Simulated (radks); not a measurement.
Species: N+. Configuration: [He] 2s2 2p1 3d1 (not the ground configuration). Method: non-relativistic Kohn-Sham, PBE, spin-polarised, spherical densities, point nucleus; open shells are filled with parallel spins first; computed with a radial shooting solver on a logarithmic mesh with Libxc functionals. Some entries of the table are withheld. Estimate them.

| orbital | occ. | eigenvalue (eV) | <r> (bohr) | r(max) (bohr) |
|---|---|---|---|---|
| 1s up | 1 | -417.1907 | 0.2298 | 0.1485 |
| 1s down | 1 | -416.3781 | 0.2294 | 0.1483 |
| 2s up | 1 | -43.4919 | (1) | (2) |
| 2s down | 1 | -41.0400 | (3) | (4) |
| 2p up | 1 | -31.9067 | 1.138 | (5) |
| 2p down | 0 | -29.4572 | 1.157 | (6) |
| 3d up | 1 | -4.6541 | 4.702 | 4.103 |

Answer. 
(1) 2s up <r> (bohr): 1.171
(2) 2s up r(max) (bohr): 0.9551
(3) 2s down <r> (bohr): 1.184
(4) 2s down r(max) (bohr): 0.9605
(5) 2p up r(max) (bohr): 0.8586
(6) 2p down r(max) (bohr): 0.8671
